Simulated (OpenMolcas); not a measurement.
# Br III: effect of the level shift or regulariser

```json
{"Program": "OpenMolcas", "Basis": "ANO-RCC-VTZP [6s5p3d1f]", "Scalar Hamiltonian": "DKH2, point nucleus", "Active space": "3 electrons in 3 orbitals (4p)", "State averaging": "2S+1 = 4 odd, 1 root; 2S+1 = 2 odd, 8 roots", "Spin-orbit coupling": "RASSI with atomic mean-field integrals over the reference wave functions, term energies averaged over their components"}
```

Methods on the same reference wave functions:
A. CASSCF
B. SS-CASPT2, IPEA 0.25 Eh, imaginary shift 0.1 Eh (closed shells correlated: 3d 4s)
C. SS-CASPT2, IPEA 0.25 Eh, real shift 0.2 Eh (closed shells correlated: 3d 4s)
D. SS-CASPT2, IPEA 0.25 Eh, sigma2 regulariser 0.3 Eh (closed shells correlated: 3d 4s)

Energies in cm-1 above 4s2 4p3 4S* 3/2, the measured ground level; measured values from Moore, Atomic Energy Levels, vol. II, NSRDS-NBS 35 (1971 reprint of NBS Circular 467, 1952).

```csv
Level,A,B,C,D,Measured
4s2 4p3 4S* 3/2,0.0,0.0,0.0,0.0,0.0
4s2 4p3 2D* 3/2,19822,16570,16600,16560,
4s2 4p3 2D* 5/2,20572,17390,17430,17390,
4s2 4p3 2P* 1/2,34004,29260,29310,29260,26915
4s2 4p3 2P* 3/2,35020,30400,30450,30400,28579
```

Deviations, from unrounded energies. A percentage is the sum of absolute deviations over the sum of measured energies, with the sign that they share, or ± where signs differ.

```json
{"Against measurement": "mean absolute deviation (cm-1)", "Levels": "2", "A": "6800", "B": "2100", "C": "2100", "D": "2100"}
{"Against measurement": "other terms of the ground configuration (%)", "Levels": "2", "A": "+24.4", "B": "+7.5", "C": "+7.7", "D": "+7.5"}
```

B, C, D lie about equally close to measurement and A furthest from it. The largest miss of D in the table is 4s2 4p3 2P* 1/2, by +2300 cm-1. The ranking rests on the paired levels alone, and a cruder setting can come out closer through cancelling errors.

Among B to D the level of the table that moves most is 4s2 4p3 2P* 1/2, by 50 cm-1 (lowest in D, highest in C). Moves below CASPT2's spread within the term are not significant.

The mean deviations of B to D differ by less than CASPT2's widest spread within a term (150 cm-1), so their order carries little weight.

From A to B the spin-free energies of the other terms of 4s2 4p3 shown, above 4S*, scale by factors of 0.84 to 0.86.

The lowest spin-free term lies below A's lowest term by 0.127 hartree in B, 0.126 hartree in C, 0.127 hartree in D.

CASPT2 does not keep the components of a term degenerate, so their means are used; among the terms shown or strongly mixed into the levels shown the widest spread is 150 cm-1 (4s2 4p3 2D*, B). With the s shell closed, the reference lacks s² → p² mixing. Measured partners are found by configuration, term and J. A level has none where our copy of the source lacks it or the pairing is in doubt (some pairs that miss far off the trend of their configuration count as doubtful), and it then counts in no deviation. Levels of configurations outside the active space are missing.

* marks odd parity.
